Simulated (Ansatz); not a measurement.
The cluster Bi3⁻, relaxed as a singlet with RKS r2SCAN-D4/def2-SVPD in Ansatz, starting from the GFN2-xTB geometry. Force threshold 0.02 eV/Å.

In the def2 sets Bi takes a core potential; there is no spin–orbit coupling. The restricted singlet is unstable towards broken spin symmetry at other levels; at r2SCAN-D4/def2-SVPD this wasn't settled. The highest occupied level of the charge -1 singlet lies above zero (up to 0.72 eV). The electron is either unbound and held by the finite basis, or the level is raised by self-interaction error. At r2SCAN-D4/def2-SVPD a triplet of charge -1 lies 0.56 eV below the restricted singlet, each at its own geometry. The structure comes from a short search, and lower isomers may exist.

Start:

```xyz
3

Bi   -1.677   -0.341   -0.100
Bi    0.611    0.932    1.303
Bi    1.066   -0.591   -1.203
```

```tsv
step	energy (eV)	largest force component (eV/Å)	SCF passes
1	-17532.8102	1.273	58
2	-17533.0707	0.628	36
3	-17533.0921	0.035	32
4	-17533.0923	0.007	33
```

Force components are those of the run's own axes.

End:

```xyz
3

Bi   -1.740   -0.427   -0.219
Bi    0.766    0.967    1.317
Bi    0.974   -0.540   -1.099
```

By distances, no bond broke or formed. The bond that changes most is Bi1–Bi2, from 2.97 to 3.25 Å (atoms count from 1).

No frequencies were taken in this run, so the end may be a saddle point.

It took 18 s on 4 threads of Arm Neoverse N1 on a shared host.
